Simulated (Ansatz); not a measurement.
H5AlF2O2Si2, singlet, at a GFN2-xTB geometry (such geometries of metal compounds can be far from the true shape), with bond 11-6 at 1.4 times its length; CASSCF(4,6)/STO-3G run with Ansatz (a first-principles code).

Input for Ansatz:
Ansatz 0.2 input:
```yaml
crystal:
  periodic: [false, false, false]
  atoms:
    - {symbol: Si, position_ang: [1.49130927, 1.34303365, -0.26459865]}
    - {symbol: F, position_ang: [1.18832504, 1.14309526, -1.83314355]}
    - {symbol: F, position_ang: [2.51666732, 0.12515359, -0.03248880]}
    - {symbol: Si, position_ang: [-0.45039210, 0.93063081, 0.90428786]}
    - {symbol: Al, position_ang: [-1.41212155, -1.19111769, 0.28486226]}
    - {symbol: O, position_ang: [-0.31758963, -2.26867472, -0.31109029]}
    - {symbol: O, position_ang: [-3.03954065, -1.36908481, 0.49032413]}
    - {symbol: H, position_ang: [2.36516810, 2.50408153, -0.24988713]}
    - {symbol: H, position_ang: [-1.32599379, 2.10728889, 0.68309345]}
    - {symbol: H, position_ang: [-0.10481580, 1.07778762, 2.33970160]}
    - {symbol: H, position_ang: [0.59578807, -3.08823240, -0.81091843]}
    - {symbol: H, position_ang: [-3.97233072, -1.49402068, 0.59316472]}
basis:
  gaussian:
    orbitals: STO-3G
hamiltonian:
  xc: hf
magnetization: {spin_polarized: false}
correlation: {active_space: {window: {electrons: 4, orbitals: 6}}}
```

Output, abridged:

```
Functional definition: HF
638 factors; integrals over basis functions are off by at most 6.8e-5 eV
mean field evaluation 1: about -31472.5522 eV, gradient 4.2e1 eV
mean field evaluation 2: about -31472.6518 eV, gradient 4.2e1 eV
mean field evaluation 4: about -31480.0004 eV, gradient 2.4e0 eV
mean field evaluation 8: about -31480.0307 eV, gradient 1.0e-4 eV
mean field -31480.03068515 eV, -1156.8697897482 hartree, gradient 1.0e-6 eV, S^2 0.000000; 0 other end points of the search recorded, 0 dependent functions left out
reference -31480.03068515 eV, -1156.8697897482 hartree; 40, 40 occupied and 12, 12 virtual orbitals, 638 factors
state -31481.52506337 eV, -1156.9247071346 hartree
the orbitals are reached from a further start. From the first start the search ends at -31481.49527511 eV, -1156.9236124364 hartree
Total energy: -31481.52506337 eV, -1156.9247071346 hartree
```
